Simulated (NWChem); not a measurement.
System: C3H4F2O; SMILES FC1(F)CCO1

```xyz
10

F     -0.0222     1.2075     1.0831
C      0.0105     0.3937     0.0000
F     -0.0222     1.2075    -1.0831
C      1.0868    -0.6934     0.0000
C     -0.1233    -1.6493     0.0000
O     -1.0431    -0.5140     0.0000
H      1.7052    -0.7047     0.8985
H      1.7052    -0.7047    -0.8985
H     -0.2550    -2.2595     0.8975
H     -0.2550    -2.2595    -0.8975
```
Atoms are numbered in this order, from 1.

All runs: NWChem. All runs use the structure optimised with B3LYP/6-31G* (spherical d). B3LYP is NWChem's, with the RPA form of VWN correlation. Total energies of different functionals are on different scales.

| level | energy (Ha) | highest occupied level (eV) | orbital gap (eV) | dipole (D) |
|---|---|---|---|---|
| PBE/def2-TZVP | -391.3666 | -7.15 | 7.61 | 3.20 |
| B3LYP/def2-TZVP | -391.7805 | -8.62 | 9.49 | 3.45 |
| TPSSh/def2-TZVP | -391.7824 | -7.95 | 8.94 | 3.36 |
| Hartree-Fock/def2-TZVP | -389.8146 | -13.19 | 16.92 | 3.87 |
| CAM-B3LYP/def2-TZVP | -391.6515 | … | … | … |
| BLYP/def2-TZVP | -391.6995 | -7.07 | 7.47 | 3.27 |

Q: Some entries are withheld; supply them.

A: 
- CAM-B3LYP/def2-TZVP, highest occupied level (eV): -10.38
- CAM-B3LYP/def2-TZVP, orbital gap (eV): 12.35
- CAM-B3LYP/def2-TZVP, dipole (D): 3.55
